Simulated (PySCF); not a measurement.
Structure with atom numbers: `[CH2:1]=[C:2]([SiH2:3][NH2:4])[N:5]([CH3:6])[CH3:7]` (H(Xn): hydrogen on atom n). Ha(C1) is cis to Si3; Hb(C1) is trans to Si3.

Fast rotation and ring inversion assumed for equivalent nuclei, in vacuum, relativity neglected, one computed conformer. Geometry from GFN2-xTB; shielding tensors at PBE0/pcSseg-1 (GIAO); PySCF 2.14.

Q: List the cross peaks expected in HSQC, COSY and HMBC spectra.

A: 

HSQC (one-bond C–H):
```csv
δH,δC
4.44 (Ha(C1)),101.7 (C1)
4.43 (Hb(C1)),101.7 (C1)
2.89 (H(C6)/H(C7)),42.7 (C6/C7)
```

COSY cross peaks (H two or three bonds apart, from the bond graph; peaks can be absent where the dihedral angle is near 90°):
```csv
δH,δH
4.44 (Ha(C1)),4.43 (Hb(C1))
```

HMBC (two and three bonds, from the bond graph):
```csv
δH,δC
5.08 (H(Si3)),"157.0 (C2), 101.7 (C1)"
4.44 (Ha(C1)),157.0 (C2)
4.43 (Hb(C1)),157.0 (C2)
2.89 (H(C6)/H(C7)),"157.0 (C2), 42.7 (C6/C7)"
```

Shifts are taken against calculated references (same method and geometry level): ¹H (σref 31.72), ¹³C (σref 186.93) vs TMS.

Short H···H contacts in this conformer between protons four or more bonds apart (candidates for NOE cross peaks, intensity ∝ r⁻⁶): Hb(C1)···H(C6) 2.19 Å, Ha(C1)···H(Si3) 2.52 Å, H(Si3)···H(C7) 2.61 Å.

The OH or NH signal is concentration- and solvent-dependent in practice; the value given is the gas-phase one. Shifts are as computed. Against solution values, carbons near 30 ppm lie about +3 ppm off and those near 130 ppm about +5 ppm. Of 1211 compounds with measured shifts, 218 miss one by over three times the rms of a fit or turn the order of signals round; such compounds aren't used in these exercises.
